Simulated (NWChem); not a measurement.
Everything below was run with NWChem. System: H$_{5}$GaO, charge 1, spin multiplicity 2, at the geometry of a parent with another charge or spin, in a state set for the comparison that need not be this species' ground state. Its SCF solution wasn't tested for a lower state.

Input file:

```
start mol
memory heap 200 mb stack 900 mb global 1100 mb
charge 1
geometry units angstroms nocenter noautoz noautosym
  Ga    -0.452062     0.214934    -0.069378
  H     -0.929281     0.499807     1.404734
  H      0.146713     1.402598    -0.933550
  H     -1.029894    -1.043587    -0.842529
  O      1.508327    -0.714066     0.333832
  H      2.214785    -0.208093    -0.094602
  H      1.544973    -1.601135    -0.054003
end
basis spherical
  * library def2-svp
end
dft
  xc xpbe96 cpbe96
  odft
  mult 2
  semidirect memsize 60000000 filesize 0
  iterations 100
end
task dft energy
```

The output up to the point where the run's verdict is printed (cleaned and shortened):

```
             Northwest Computational Chemistry Package (NWChem) 7.3.0
             --------------------------------------------------------

                                NWChem Input Module
                                -------------------

 Scaling coordinates for geometry "geometry" by  1.889725989
 (inverse scale =  0.529177249)

                             Geometry "geometry" -> ""
                             -------------------------

 Output coordinates in angstroms (scale by  1.889725989 to convert to a.u.)

  No.       Tag          Charge          X              Y              Z
 ---- ---------------- ---------- -------------- -------------- --------------
    1 Ga                  31.0000    -0.45206200     0.21493400    -0.06937800
    2 H                    1.0000    -0.92928100     0.49980700     1.40473400
    3 H                    1.0000     0.14671300     1.40259800    -0.93355000
    4 H                    1.0000    -1.02989400    -1.04358700    -0.84252900
    5 O                    8.0000     1.50832700    -0.71406600     0.33383200
    6 H                    1.0000     2.21478500    -0.20809300    -0.09460200
    7 H                    1.0000     1.54497300    -1.60113500    -0.05400300

 Effective nuclear repulsion energy (a.u.)     117.8338216589

            Nuclear Dipole moment (a.u.)
            ----------------------------
        X                 Y               Z
 ---------------- ---------------- ----------------
    -0.0000188973     0.0000302356    -0.0000226767


 Summary of "ao basis" -> "" (spherical)
 ------------------------------------------------------------------------------
       Tag                 Description            Shells   Functions and Types
 ---------------- ------------------------------  ------  ---------------------
 *                          def2-svp                  on all atoms

  pbe96 is a nonlocal functional; adding pw91lda local functional.

                                 NWChem DFT Module
                                 -----------------

 Summary of "ao basis" -> "ao basis" (spherical)
 ------------------------------------------------------------------------------
[...]
 d= 0,ls=0.5,diis    75  -2002.0045054959 -8.90D-05  4.68D-05  6.15D-05    20.5
                                                     3.31D-05  6.48D-05
 d= 0,ls=0.5,diis    76  -2002.0044985368  6.96D-06  1.69D-05  9.53D-05    20.7
                                                     2.89D-05  8.36D-05
 d= 0,ls=0.5,diis    77  -2002.0045100231 -1.15D-05  1.34D-05  1.00D-04    21.0
                                                     2.81D-05  8.58D-05
 d= 0,ls=0.5,diis    78  -2002.0045246207 -1.46D-05  1.80D-05  9.96D-05    21.2
                                                     2.63D-05  8.50D-05
 d= 0,ls=0.5,diis    79  -2002.0045329590 -8.34D-06  2.21D-05  1.05D-04    21.5
                                                     2.46D-05  8.79D-05
 d= 0,ls=0.5,diis    80  -2002.0045356024 -2.64D-06  3.12D-05  1.17D-04    21.8
                                                     2.23D-05  9.46D-05
 d= 0,ls=0.5,diis    81  -2002.0045257383  9.86D-06  1.69D-05  1.42D-04    22.0
                                                     2.10D-05  1.09D-04
 d= 0,ls=0.5,diis    82  -2002.0045322826 -6.54D-06  3.83D-05  1.44D-04    22.3
                                                     1.93D-05  1.10D-04
 d= 0,ls=0.5,diis    83  -2002.0045089435  2.33D-05  3.74D-05  1.83D-04    22.5
                                                     3.18D-05  1.31D-04
 d= 0,ls=0.5,diis    84  -2002.0045715275 -6.26D-05  1.24D-05  1.16D-04    22.8
                                                     2.86D-05  9.28D-05
 d= 0,ls=0.5,diis    85  -2002.0046048524 -3.33D-05  1.01D-05  9.29D-05    23.0
                                                     2.95D-05  7.81D-05
 d= 0,ls=0.5,diis    86  -2002.0046338207 -2.90D-05  1.38D-04  7.48D-05    23.3
                                                     4.92D-05  6.61D-05
 d= 0,ls=0.5,diis    87  -2002.0044928938  1.41D-04  7.20D-05  2.65D-04    23.6
                                                     2.35D-05  1.70D-04
 d= 0,ls=0.5,diis    88  -2002.0044035441  8.93D-05  6.93D-05  3.71D-04    23.8
                                                     3.39D-05  2.28D-04
 d= 0,ls=0.5,diis    89  -2002.0045189801 -1.15D-04  2.28D-05  2.19D-04    24.1
                                                     2.30D-05  1.48D-04
 d= 0,ls=0.5,diis    90  -2002.0045665287 -4.75D-05  1.60D-05  1.74D-04    24.3
                                                     2.30D-05  1.22D-04
 d= 0,ls=0.5,diis    91  -2002.0046026134 -3.61D-05  4.53D-05  1.44D-04    24.6
                                                     3.48D-05  1.04D-04
 d= 0,ls=0.5,diis    92  -2002.0046675372 -6.49D-05  3.10D-05  7.99D-05    24.8
                                                     3.38D-05  6.63D-05
 d= 0,ls=0.5,diis    93  -2002.0047092987 -4.18D-05  1.31D-05  4.79D-05    25.0
                                                     2.89D-05  4.61D-05
 d= 0,ls=0.5,diis    94  -2002.0047259746 -1.67D-05  1.50D-05  4.51D-05    25.3
                                                     2.67D-05  4.33D-05
 d= 0,ls=0.5,diis    95  -2002.0047355721 -9.60D-06  7.81D-06  4.87D-05    25.5
                                                     2.62D-05  4.45D-05
 d= 0,ls=0.5,diis    96  -2002.0047486569 -1.31D-05  2.98D-05  4.60D-05    25.8
                                                     2.34D-05  4.26D-05
 d= 0,ls=0.5,diis    97  -2002.0047440615  4.60D-06  2.30D-05  6.28D-05    26.0
                                                     2.10D-05  5.24D-05
 d= 0,ls=0.5,diis    98  -2002.0047428400  1.22D-06  1.53D-05  7.35D-05    26.2
                                                     1.99D-05  5.88D-05
 d= 0,ls=0.5,diis    99  -2002.0047478019 -4.96D-06  3.07D-05  7.57D-05    26.5
                                                     1.84D-05  6.02D-05
 d= 0,ls=0.5,diis   100  -2002.0047368685  1.09D-05  3.91D-05  9.82D-05    26.7
                                                     1.72D-05  7.30D-05
```

Convergence was not reached. The next line reads: Calculation failed to converge. NWChem stopped with the message: dft energy failed.
